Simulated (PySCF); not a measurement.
# Shapes and spin states of FeS₂⁺

Level of theory: PBE0 in PySCF with Fe def2-SVP, S def2-SVP; no relativity; density-fitted integrals.

Relaxations began from a few typed shapes and spin states; open shells are unrestricted. The search is not exhaustive: other isomers or separated fragments can lie lower, and high-lying points may rest on an excited occupation.

```csv
spin,group,bonds,angles,imaginary modes (cm⁻¹),ΔE (kJ/mol),ΔE with ZPE (kJ/mol)
broken-symmetry Ms = 3/2 (⟨S²⟩ 4.70),C2v,"Fe–S 2.280 Å (×2), S–S 2.026 Å","Fe–S–S 63.6° (×2), S–Fe–S 52.8°",none,0.0,0.0
broken-symmetry Ms = 1/2 (⟨S²⟩ 3.12),C2v,Fe–S 2.107 Å (×2),S–Fe–S 107.1°,none,265.6,263.4
broken-symmetry Ms = 1/2 (⟨S²⟩ 3.23),C2v,Fe–S 2.134 Å (×2),S–Fe–S 113.1°,none,270.3,267.9
broken-symmetry Ms = 1/2 (⟨S²⟩ 3.17),D∞h,Fe–S 2.176 Å (×2),S–Fe–S 180.0°,"188i, 149i",328.6,–
```

The lowest minimum found is the broken-symmetry Ms = 3/2 (⟨S²⟩ 4.70) C2v: Fe–S 2.280 Å (×2), S–S 2.026 Å; Fe–S–S 63.6° (×2), S–Fe–S 52.8°.

For the lowest minimum: the determinant is spin-contaminated (⟨S²⟩ = 4.70, pure value 3.75). Other spin states or occupations of the open shell can lie lower.

The electron or spin density has lower symmetry than the nuclear frame for the broken-symmetry Ms = 1/2 (⟨S²⟩ 3.17) D∞h at 328.6 kJ/mol.
